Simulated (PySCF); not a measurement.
# Excitation energy of Cd⁺ by level of theory

Cd⁺ [Kr] 4d10 5s1 (2S) → Cd⁺ [Kr] 4d10 5p1 (2P), as a difference of total energies. Computed with PySCF 2.14 in x2c-TZVPPall (8s6p6d2f1g, 79 functions), with the spin-free X2C one-electron Hamiltonian (Gaussian nucleus). Correlated levels: valence: [Kr] frozen. The calculations carry no spin-orbit coupling.

```csv
method,excitation energy (eV),error (eV)
UHF,5.168,-0.509
MP2 (valence),5.659,-0.018
SCS-MP2 (valence),5.602,-0.075
CCSD (valence),5.557,-0.120
CCSD(T) (valence),5.577,-0.100
```

Reference: 5.677 eV (measured; NIST levels, between the centres of gravity of the two terms).

Errors of the correlated levels include the incompleteness of this basis and the frozen core.

The basis was made for the ground configuration and has no added diffuse functions, so the excitation energy can come out too high.
